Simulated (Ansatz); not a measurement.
One change: `F[C]1=[C](Cl)[GeH2]1` becomes `F[C]1=[C](F)[GeH2]1`.

Ansatz, PBE0-D4/def2-TZVP geometries, multiplicity 1. 

Scalar relativity is left out up to krypton.

```json
{"property": "HOMO–LUMO gap (B3LYP/def2-TZVPP) / eV", "`F[C]1=[C](Cl)[GeH2]1`": "6.24"}
{"property": "size of the dipole moment (PBE/def2-TZVPP) / D", "`F[C]1=[C](Cl)[GeH2]1`": "1.77"}
{"property": "size of the dipole moment (B3LYP/def2-TZVPP) / D", "`F[C]1=[C](Cl)[GeH2]1`": "2.06"}
{"property": "HOMO energy (PBE0/def2-TZVPP) / eV", "`F[C]1=[C](Cl)[GeH2]1`": "-7.53"}
{"property": "HOMO energy (ωB97M-V/def2-TZVPP) / eV", "`F[C]1=[C](Cl)[GeH2]1`": "-9.64"}
{"property": "HOMO–LUMO gap (PBE0/def2-TZVPP) / eV", "`F[C]1=[C](Cl)[GeH2]1`": "6.71"}
```

Problem. What does the change do to each property? (Estimate.)

Solution. The calculation gave: 
```csv
property,`F[C]1=[C](F)[GeH2]1`,shift
HOMO–LUMO gap (B3LYP/def2-TZVPP) / eV,6.55,0.31
size of the dipole moment (PBE/def2-TZVPP) / D,1.73,-0.04
size of the dipole moment (B3LYP/def2-TZVPP) / D,2.09,0.03
HOMO energy (PBE0/def2-TZVPP) / eV,-7.68,-0.15
HOMO energy (ωB97M-V/def2-TZVPP) / eV,-9.85,-0.21
HOMO–LUMO gap (PBE0/def2-TZVPP) / eV,7.03,0.32
```

With PBE0 the HOMO falls by 0.15 eV and the LUMO rises by 0.17 eV, so the gap widens by about 0.32 eV. PBE moves the HOMO by -0.08 eV and ωB97M-V by -0.21 eV. Dipoles are sizes alone; their direction can turn.

B3LYP here is the variant with VWN-RPA as its local correlation; programs differ in this.
